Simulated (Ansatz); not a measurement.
`[SiH3][SiH2][O][SnH3]`, charge 0, multiplicity 1.

Question: Give a relaxed structure at PBE0-D4/def2-TZVP (Ansatz 0.2.0). (Estimate.)

Answer: The calculation gave: 
Z-matrix (Å, degrees):
```
Si
Si 1 2.342
H 1 1.489 2 111.0
H 1 1.489 2 111.0 3 -120.6
H 1 1.490 2 109.8 3 119.7
O 2 1.632 1 109.1 3 60.3
H 2 1.496 1 109.6 3 -61.7
H 2 1.496 1 109.6 3 -177.7
Sn 6 1.965 2 135.8 1 180.0
H 9 1.699 6 103.8 2 -179.8
H 9 1.704 6 106.6 2 60.4
H 9 1.704 6 106.6 2 -60.0
```
Point group Cs.
This is one stationary point; other conformers may exist.
